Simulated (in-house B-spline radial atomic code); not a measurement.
Co¹⁶⁺. Computed with a B-spline radial atomic code. Model: all-electron spherical atom, spin shells full or empty, radial basis limit, no spin-orbit coupling: exact exchange with a local potential (Slater, KLI or optimised effective potential, whose far tail is KLI's), no correlation.

Empty minority-spin level lies below the highest occupied level: each spin potential is zero at infinity, spin occupations fixed.

Exchange potential has not reached -1/r at the last radius.

The run also made RPA and GW results, which its time includes.

The Slater potential averages the orbital exchange potentials with the orbital densities as weights, KLI adds orbital constants, and the optimised effective potential minimises the exact-exchange energy among local potentials. So their energies lie above Hartree-Fock in the order OEP, KLI, Slater. All fall off as −1/r, unlike LDA and GGA exchange.

Command:
```bash
python run_gw.py task.json out
```
Settings (nuclear radius in fm, other lengths in bohr, energies in hartree):
```
Z                      27
electrons              11
configuration          [Ne] 3s1
hamiltonian            x2c
method                 oep
lmax                   9
rms_radius             3.7875
spin_polarised         True
box_radius             4.78
intervals              95
ion_configuration      [He] 2s2 2p6
```

Cost of the run: 7.5 s on 1 thread of Arm Neoverse N1, with other jobs on the host.

Given: hamiltonian one-electron scalar X2C; mean-field start exchange-only OEP.

Computed: energy above Hartree-Fock 2.9309 millihartree.

```json
{"radius (bohr)": "0.00185", "r times exchange potential up (hartree bohr)": "-0.04252", "r times exchange potential down (hartree bohr)": "-0.044506"}
{"radius (bohr)": "0.00222", "r times exchange potential up (hartree bohr)": "?", "r times exchange potential down (hartree bohr)": "?"}
{"radius (bohr)": "0.00266", "r times exchange potential up (hartree bohr)": "-0.060994", "r times exchange potential down (hartree bohr)": "-0.063852"}
{"radius (bohr)": "0.00319", "r times exchange potential up (hartree bohr)": "-0.073002", "r times exchange potential down (hartree bohr)": "-0.076432"}
{"radius (bohr)": "0.00383", "r times exchange potential up (hartree bohr)": "-0.087406", "r times exchange potential down (hartree bohr)": "-0.091529"}
{"radius (bohr)": "0.00459", "r times exchange potential up (hartree bohr)": "?", "r times exchange potential down (hartree bohr)": "?"}
{"radius (bohr)": "0.00551", "r times exchange potential up (hartree bohr)": "-0.12458", "r times exchange potential down (hartree bohr)": "-0.13054"}
{"radius (bohr)": "0.00661", "r times exchange potential up (hartree bohr)": "-0.14835", "r times exchange potential down (hartree bohr)": "-0.15551"}
{"radius (bohr)": "0.00793", "r times exchange potential up (hartree bohr)": "-0.17617", "r times exchange potential down (hartree bohr)": "-0.1848"}
{"radius (bohr)": "0.00951", "r times exchange potential up (hartree bohr)": "-0.2084", "r times exchange potential down (hartree bohr)": "-0.2188"}
{"radius (bohr)": "0.0114", "r times exchange potential up (hartree bohr)": "-0.24526", "r times exchange potential down (hartree bohr)": "-0.25781"}
{"radius (bohr)": "0.0137", "r times exchange potential up (hartree bohr)": "-0.28748", "r times exchange potential down (hartree bohr)": "-0.30268"}
{"radius (bohr)": "0.0164", "r times exchange potential up (hartree bohr)": "-0.33318", "r times exchange potential down (hartree bohr)": "-0.35157"}
{"radius (bohr)": "0.0197", "r times exchange potential up (hartree bohr)": "-0.38327", "r times exchange potential down (hartree bohr)": "-0.40564"}
{"radius (bohr)": "0.0236", "r times exchange potential up (hartree bohr)": "-0.43431", "r times exchange potential down (hartree bohr)": "-0.46151"}
{"radius (bohr)": "0.0283", "r times exchange potential up (hartree bohr)": "-0.48442", "r times exchange potential down (hartree bohr)": "-0.51758"}
{"radius (bohr)": "0.0339", "r times exchange potential up (hartree bohr)": "-0.52872", "r times exchange potential down (hartree bohr)": "-0.5692"}
{"radius (bohr)": "0.0407", "r times exchange potential up (hartree bohr)": "-0.56176", "r times exchange potential down (hartree bohr)": "-0.61141"}
{"radius (bohr)": "0.0488", "r times exchange potential up (hartree bohr)": "-0.57431", "r times exchange potential down (hartree bohr)": "-0.63544"}
{"radius (bohr)": "0.0585", "r times exchange potential up (hartree bohr)": "-0.55856", "r times exchange potential down (hartree bohr)": "-0.6343"}
{"radius (bohr)": "0.0702", "r times exchange potential up (hartree bohr)": "-0.51891", "r times exchange potential down (hartree bohr)": "-0.61277"}
{"radius (bohr)": "0.0842", "r times exchange potential up (hartree bohr)": "-0.50249", "r times exchange potential down (hartree bohr)": "-0.61454"}
{"radius (bohr)": "0.101", "r times exchange potential up (hartree bohr)": "-0.57629", "r times exchange potential down (hartree bohr)": "-0.70342"}
{"radius (bohr)": "0.121", "r times exchange potential up (hartree bohr)": "-0.71796", "r times exchange potential down (hartree bohr)": "-0.8645"}
{"radius (bohr)": "0.145", "r times exchange potential up (hartree bohr)": "-0.85605", "r times exchange potential down (hartree bohr)": "-1.0314"}
{"radius (bohr)": "0.174", "r times exchange potential up (hartree bohr)": "-0.96177", "r times exchange potential down (hartree bohr)": "-1.175"}
{"radius (bohr)": "0.209", "r times exchange potential up (hartree bohr)": "-1.0263", "r times exchange potential down (hartree bohr)": "-1.2865"}
{"radius (bohr)": "0.25", "r times exchange potential up (hartree bohr)": "-1.0377", "r times exchange potential down (hartree bohr)": "-1.3532"}
{"radius (bohr)": "0.3", "r times exchange potential up (hartree bohr)": "-0.97746", "r times exchange potential down (hartree bohr)": "-1.3708"}
{"radius (bohr)": "0.36", "r times exchange potential up (hartree bohr)": "-0.82598", "r times exchange potential down (hartree bohr)": "-1.3429"}
{"radius (bohr)": "0.432", "r times exchange potential up (hartree bohr)": "-0.68291", "r times exchange potential down (hartree bohr)": "-1.2861"}
{"radius (bohr)": "0.518", "r times exchange potential up (hartree bohr)": "-0.7975", "r times exchange potential down (hartree bohr)": "-1.22"}
{"radius (bohr)": "0.621", "r times exchange potential up (hartree bohr)": "-0.93226", "r times exchange potential down (hartree bohr)": "-1.1586"}
{"radius (bohr)": "0.745", "r times exchange potential up (hartree bohr)": "-0.98059", "r times exchange potential down (hartree bohr)": "-1.098"}
{"radius (bohr)": "0.894", "r times exchange potential up (hartree bohr)": "-0.99429", "r times exchange potential down (hartree bohr)": "-1.0373"}
{"radius (bohr)": "1.07", "r times exchange potential up (hartree bohr)": "-0.99883", "r times exchange potential down (hartree bohr)": "-0.99613"}
{"radius (bohr)": "1.29", "r times exchange potential up (hartree bohr)": "-1.0017", "r times exchange potential down (hartree bohr)": "-0.96488"}
```

Q: What belongs in the row 0.00222?

A: r times exchange potential up (hartree bohr): -0.050976; r times exchange potential down (hartree bohr): -0.05336.

Q: What belongs in the row 0.00459?

A: r times exchange potential up (hartree bohr): -0.10434; r times exchange potential down (hartree bohr): -0.10929.

| occupied | level (hartree) | Hartree-Fock level (hartree) |
| --- | --- | --- |
| 1s up | -300.03 | -306.43 |
| 1s down | -301.27 | -306.33 |
| 2s up | -53.171 | -55.025 |
| 2s down | ? | ? |
| 2p up | -48.561 | -49.882 |
| 2p down | -49.822 | -49.821 |
| 3s up | -20.072 | -20.071 |

Q: What belongs in the row 2s down?

A: level (hartree): -54.436; Hartree-Fock level (hartree): -54.879.

```json
{"empty": "3s down", "level (hartree)": "-20.59"}
{"empty": "3p down", "level (hartree)": "?"}
{"empty": "3p up", "level (hartree)": "-18.66"}
{"empty": "3d down", "level (hartree)": "-17.493"}
{"empty": "3d up", "level (hartree)": "-16.742"}
{"empty": "4s down", "level (hartree)": "-10.751"}
{"empty": "4s up", "level (hartree)": "-10.615"}
{"empty": "4p down", "level (hartree)": "-10.201"}
{"empty": "4p up", "level (hartree)": "?"}
{"empty": "4d down", "level (hartree)": "-9.5371"}
{"empty": "4d up", "level (hartree)": "-9.3589"}
{"empty": "4f down", "level (hartree)": "-9.1805"}
{"empty": "4f up", "level (hartree)": "-9.0636"}
```

Q: What belongs in the row 3p down?

A: level (hartree): -19.216.

Q: What belongs in the row 4p up?

A: level (hartree): -10.054.

The highest level, 3s up, differs from Hartree-Fock by -0.017 eV and the deepest, 1s down, by +138 eV: a local potential can match the highest level but can't give each shell its own exchange.
